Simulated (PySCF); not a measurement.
PBE0 on Te (tellurium, neutral), [Kr] 4d10 5s1 5p4 5d1, one real determinant (an excited configuration). Calculation: PySCF 2.14, in aug-cc-pwCVDZ-PP with ECP28MDF (6s5p4d1f, 48 functions); scalar relativity through the core potential.

```
cycle= 1 E= -267.377849781425  delta_E= -0.00586  |g|= 0.0161  |ddm|= 0.61
cycle= 2 E= -267.378002307482  delta_E= -0.000153  |g|= 0.00302  |ddm|= 0.0858
cycle= 3 E= -267.378009348444  delta_E= -7.04e-06  |g|= 0.000538  |ddm|= 0.0157
cycle= 4 E= -267.378009834961  delta_E= -4.87e-07  |g|= 7.79e-05  |ddm|= 0.00494
cycle= 5 E= -267.378009838499  delta_E= -3.54e-09  |g|= 4.91e-05  |ddm|= 0.000423
cycle= 6 E= -267.378009839122  delta_E= -6.24e-10  |g|= 1.48e-06  |ddm|= 0.000138
converged SCF energy = -267.378009839122  <S^2> = 6.0035518  2S+1 = 5.0014205
```

Highest occupied orbital energy: 0.055 eV; ⟨L²⟩ = 8.00; populations by l: s 3.00, p 10.00, d 11.00, f 0.00.

**Question.** Can this result be used?

**Answer.** Not for this state. The calculation finished and met its thresholds. ⟨L²⟩ = 8.00 against 12 for a pure F term, so this real determinant mixes terms. Energies and moments cover only the electrons outside the core potential. The outer electron is Rydberg-like, and this basis confines it to a smaller radius and binds it less than a complete one would. At PBE0 the highest occupied level has a positive energy, so only the finite basis holds that electron; for this excited configuration the basis is too tight for the outer shell.
